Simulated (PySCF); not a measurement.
## Correlation energy of Ru³⁺ (ruthenium, charge +3)

Starting occupation: [Kr] 4d4 5p1, 4d5/2 with m_j = -1/2, +1/2, +3/2, +5/2, 5p3/2 with m_j = +3/2. All numbers are calculated (PySCF 2.14, X2C-1e with screened-nucleus spin-orbit coupling, Gaussian nucleus, in x2c-TZVPall-2c (8s9p7d1f, 77 functions)). Frozen: [Ar] 3d10; 13 electrons correlated; the 6 highest virtual spinors left out.

MP2 pair energies summed by pair of shells (mhartree):

```csv
pair,energy,share (%)
4d-4p,-106.82,39.0
4p-4p,-74.48,27.2
4d-4d,-28.14,10.3
4p-4s,-23.87,8.7
4p-5p,-12.94,4.7
4d-5p,-11.53,4.2
4d-4s,-11.41,4.2
4s-4s,-4.24,1.5
4s-5p,-0.73,0.3
```

Total MP2 correlation energy: -274.16 mhartree.

The GHF reference relaxed away from the jj start to a determinant that is no pure jj level (⟨S²⟩ = 8.71, ⟨J²⟩ = 35.76); the energies belong to that determinant.

This basis was not built for core-valence correlation, so the inner-shell part is incomplete.
